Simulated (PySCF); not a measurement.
B2H4, SMILES BB. Geometry optimised at PBE-D3(BJ)/def2-TZVP.

**Question.** Give the equilibrium geometry at PBE-D3(BJ)/def2-TZVP (PySCF confirms it by a frequency run) as bond lengths and angles, and its point group. (Estimate from the structure and the level; the computed values follow.)

**Answer.** point group D2d.
Atoms: B1 B2 H3 H4 H5 H6. Bonds (Å): B1–B2 1.618, B1–H3 1.208, B1–H4 1.208, B2–H5 1.208, B2–H6 1.208. Angles (°): B2–B1–H3 122.4, B2–B1–H4 122.4, H3–B1–H4 115.1, B1–B2–H5 122.4, B1–B2–H6 122.4, H5–B2–H6 115.1.
Charge 0, spin multiplicity 1.
